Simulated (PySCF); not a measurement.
# Structure from NMR data

Molecular formula: C$_{5}$H$_{14}$OSi$_{2}$. Simulated spectra:

¹H NMR (400 MHz, computed): δ 4.39 (m, 2H), 4.27 (m, 1H), 3.97 (t, 3H), 3.40 (m, 2H), 0.86 (m, 2H), 0.73 (m, 2H), -0.17 (m, 2H).

¹³C{¹H} NMR (computed): δ 71.9 (CH2), 16.8 (CH2), -8.6 (CH2).

[PySCF: NMR shieldings at KT2/pcSseg-1/GIAO; structure optimised with PBE0-D3(BJ)/def2-SVP; no solvent model; non-relativistic; one computed conformer; one averaged value for each set of equivalent atoms]

δ = σ(ref) − σ, references computed at the same level: ¹H (σref 31.18), ¹³C (σref 183.22) vs TMS.

Task: Propose a structure and justify it.

Result: 
- Rings plus π bonds: 1 (1 ring in the answer).
- 3 carbon signals for 5 carbons: some carbons are equivalent by symmetry or fast rotation.
- Carbon types of the structure: 5 × CH2, leaving 4 H on heteroatoms.
- δC 71.9: sp3 CH2 bonded to O; pulled downfield by the heteroatom.
- δC 16.8: sp3 CH2 bonded to Si.
- δC -8.6: sp3 CH2 bonded to 2 Si; an electropositive neighbour leaves it electron-rich and shielded.
- δH 4.39, 3.40: hydrogen on an sp3 CH2 bonded to O; its carbon carries O, an electronegative neighbour.
- δH 3.97: hydrogen on a silicon bonded to C.
- δH 0.86, 0.73: hydrogen on an sp3 CH2 bonded to Si; an electropositive neighbour shields it, as in TMS itself.
- δH -0.17: hydrogen on an sp3 CH2 bonded to 2 Si; an electropositive neighbour shields it, as in TMS itself.

The compound is `[SiH3]C[SiH]1CCOCC1`.

This is the structure that produced the data.

Shifts are as computed. Against solution values, carbons near 30 ppm lie about +2 ppm off and those near 130 ppm about -5 ppm. Of 1211 compounds with measured shifts, 218 miss one by over three times the rms of a fit or turn the order of signals round; such compounds aren't used in these exercises. Multiplicities follow the n + 1 count of equivalent neighbours, as no J values were calculated; m marks all less simple cases, F and P coupling included.
